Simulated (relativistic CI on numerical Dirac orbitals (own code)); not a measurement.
# What each ingredient does to the levels of Bi XXXVI

Base calculation: Dirac-Coulomb-Breit CI, separate exchange-only KLI orbitals for each configuration, model QED, unscaled Slater integrals.

CI space (outside the closed core [Ar] 3d10): 4s²4p⁶4d¹⁰4f², 4s²4p⁶4d⁹4f³, 4s²4p⁶4d¹⁰4f5s, 4s²4p⁵4d¹⁰4f³, 4s²4p⁶4d¹⁰4f5p, 4s²4p⁶4d¹⁰5s², 4s²4p⁶4d¹⁰5s5p, 4s4p⁶4d¹⁰4f³, 4s²4p⁶4d¹⁰4f5d, 4s²4p⁶4d⁹4f²5s, 4s²4p⁶4d¹⁰5p², 4s²4p⁶4d¹⁰5s5d, 4s²4p⁶4d⁹4f5s², 4s²4p⁶4d¹⁰4f5f, 4s²4p⁶4d¹⁰5p5d, 4s²4p⁶4d⁹4f²5p. Levels of other configurations are missing.

The lowest level and the first level of each name with at least 55 % of one term (blank where a level has no safe partner in the second run):

| Level | Base (cm⁻¹) | Shift (cm⁻¹) |
| --- | --- | --- |
| 4s²4p⁶4d¹⁰4f² ³H4 | 0 | 0 |
| 4s²4p⁶4d¹⁰4f² ³F2 | 27707 | -2164 |
| 4s²4p⁶4d¹⁰4f² ³H5 | 58601 | +335 |
| 4s²4p⁶4d¹⁰4f² ³F3 | 76127 | -1231 |
| 4s²4p⁶4d¹⁰4f² ³H6 | 100141 | -1518 |
| 4s²4p⁶4d¹⁰4f² ³P0 | 105194 | -8930 |
| 4s²4p⁶4d¹⁰4f² ³P1 | 139578 | -7227 |
| 4s²4p⁶4d¹⁰4f² ³F4 | 140199 | -1437 |
| 4s²4p⁶4d¹⁰4f² ¹I6 | 153327 | -5113 |
| 4s²4p⁶4d¹⁰4f² ¹S0 | 283004 | -16644 |
| 4s²4p⁶4d⁹4f³ ⁵G°2 | 1950978 | +11953 |
| 4s²4p⁶4d⁹4f³ ⁵D°0 | 2008898 | +8678 |

At this charge energies of transitions that change n are usually good to better than 1 %, and those within a shell (Δn = 0) to a few per cent. Terms inside the open d or f shell come out 10 to 20 % too wide with unscaled integrals.

**Question.** One thing was changed in a second run, which moved the levels as shown. Which?
A. valence Slater integrals scaled by 0.9
B. configuration mixing switched off
C. one mean potential for all configurations
D. QED terms removed
E. Breit term removed
F. non-relativistic limit

**Answer.** A. Valence Slater integrals scaled by 0.9. Scaling acts on the splittings between terms and on the mixing, and leaves the fine structure of pure LS terms nearly alone; in jj coupling it moves the levels of one term differently.

LS names give the leading component of a level, which can be under half, so a name can repeat, a term be missing and a line seem to break the LS rules.
